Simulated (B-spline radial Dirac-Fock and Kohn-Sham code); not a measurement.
Ionisation energies of gold ions, computed and tabulated

Calculated with a B-spline atomic structure program, using Dirac-Fock (average of configuration) total-energy differences with a finite nucleus, the Breit interaction including its frequency dependence, and self-energy and vacuum-polarisation corrections. Each value is the difference of the configuration-average energies of two neighbouring ions in their tabulated ground configurations. Correlation and solid-state effects are left out. NIST's values refer to the lowest levels; many for high charge states are themselves semi-empirical or theoretical. Where a p, d or f shell is open in either ion the computed value averages over both j values and all terms, while the table refers to the lowest levels; that difference holds spin-orbit splitting (largest in heavy or highly charged ions), term energies where several electrons share open shells, and correlation, and it can reach 10 % or more.

```
  ion  configuration  computed (eV)       NIST (eV)         kind  NIST − computed (eV)
Au⁶⁵⁺   [Ne] 3s2 3p2         7436.2       7760 ± 30  theoretical               +323.78
Au⁶⁶⁺   [Ne] 3s2 3p1         7576.9       7910 ± 40  theoretical               +333.12
Au⁶⁷⁺       [Ne] 3s2         8209.9       8210 ± 40  theoretical                 +0.09
Au⁶⁸⁺       [Ne] 3s1         8355.4       8360 ± 50  theoretical                 +4.62
Au⁶⁹⁺   [He] 2s2 2p6        18669.0      18040 ± 50  theoretical               -629.01
Au⁷⁰⁺   [He] 2s2 2p5        19048.8      18400 ± 60  theoretical               -648.80
Au⁷¹⁺   [He] 2s2 2p4        19432.1      18790 ± 60  theoretical               -642.05
Au⁷²⁺   [He] 2s2 2p3        19818.8      19150 ± 70  theoretical               -668.77
Au⁷³⁺   [He] 2s2 2p2        20209.0      21470 ± 90  theoretical              +1261.05
Au⁷⁴⁺   [He] 2s2 2p1        20602.6      21920 ± 90  theoretical              +1317.38
Au⁷⁷⁺            1s2        91510.4   91515.8 ± 0.3  theoretical                 +5.40
Au⁷⁸⁺            1s1        93254.2  93254.62 ± 0.2  theoretical                 +0.40
```
